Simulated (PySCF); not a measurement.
## Correlation energy of Ne (neon, neutral)

[Ne], closed-shell 1S. Calculation: PySCF 2.14, in dyall-acv3z; scalar relativity by spin-free X2C-1e. Frozen: nothing; 10 electrons correlated; the 5 highest virtual orbitals of each spin left out.

```
  level  correlation energy (mhartree)
   CCSD                        -342.09
    (T)                          -5.82
CCSD(T)                        -347.91
```

Diagnostics: T1 = 0.0065, D1 = 0.0114, largest double amplitude 0.019.

Cost of the coupled-cluster step: of the order of 3 core-seconds, for 10 correlated electrons.

Iterations:

```
CC2 = 0
CCSD nocc = 5, nmo = 71
frozen orbitals [71, 72, 73, 74, 75]
max_cycle = 100
direct = 0
conv_tol = 1e-08
conv_tol_normt = 1e-06
diis_space = 8
diis_start_cycle = 0
Init t2, MP2 energy = -129.024582776278  E_corr(MP2) -0.340129138088867
Init E_corr(CCSD) = -0.340129138252821
cycle = 1  E_corr(CCSD) = -0.338444782944237  dE = 0.00168435531  norm(t1,t2) = 0.0215392
cycle = 2  E_corr(CCSD) = -0.341967018211729  dE = -0.00352223527  norm(t1,t2) = 0.00529917
cycle = 3  E_corr(CCSD) = -0.341903057298701  dE = 6.3960913e-05  norm(t1,t2) = 0.00245584
cycle = 4  E_corr(CCSD) = -0.342088670918656  dE = -0.00018561362  norm(t1,t2) = 0.000685371
cycle = 5  E_corr(CCSD) = -0.342100389070188  dE = -1.17181515e-05  norm(t1,t2) = 0.000114608
cycle = 6  E_corr(CCSD) = -0.342094377882546  dE = 6.01118764e-06  norm(t1,t2) = 2.95028e-05
cycle = 7  E_corr(CCSD) = -0.34209315003666  dE = 1.22784589e-06  norm(t1,t2) = 5.40024e-06
cycle = 8  E_corr(CCSD) = -0.342093425576438  dE = -2.75539778e-07  norm(t1,t2) = 1.49065e-06
cycle = 9  E_corr(CCSD) = -0.342093473934902  dE = -4.83584638e-08  norm(t1,t2) = 1.67253e-07
cycle = 10  E_corr(CCSD) = -0.342093469685273  dE = 4.24962804e-09  norm(t1,t2) = 3.89422e-08
CCSD converged
E(CCSD) = -129.0265471078745  E_corr = -0.3420934696852735
CCSD(T) correction = -0.00581869546022029
```
